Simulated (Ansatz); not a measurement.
Program: Ansatz. Geometries: PBE0-D4/def2-TZVP. ΔE: electronic, gas phase. CBS: MP2 limit from def2 TZ/QZ plus the TZ coupled-cluster correction, frozen cores. def2 core potentials past Kr. For Sn outer-core shells are correlated without core-valence functions, which leaves a few kJ/mol of doubt a bond. One conformer a species, not always the lowest.

Reaction (redistribution): `O=C=[N][Sn]([Cl])([Cl])[Cl]` + `C#CB(F)F` → `C#[C][Sn]([Cl])([Cl])[Cl]` + `O=C=NB(F)F`

```csv
species,CCSD(T)/CBS(def2) energy (Eh)
`O=C=[N][Sn]([Cl])([Cl])[Cl]`,-1761.44337
`C#CB(F)F`,-301.15247
`C#[C][Sn]([Cl])([Cl])[Cl]`,-1670.14099
`O=C=NB(F)F`,-392.46591
```

Problem. Work out ΔE.

Solution. ΔE = (-1670.14099) + (-392.46591) − (-1761.44337) − (-301.15247) = -0.01106 Eh = -29.0 kJ/mol.

Largest T1 diagnostic among the species: 0.016.

At CCSD(T), def2-SVP lies −8.9 kJ/mol from the extrapolated value and def2-TZVPP −3.6 kJ/mol. Leaving LDA and LC-ωPBE aside and taking each functional with its dispersion term where it has one, the values, not all of them listed here, spread over 7.8 kJ/mol, from PBE-QIDH to BLYP-D4. LDA lies −6.9 kJ/mol from PBE without D4.
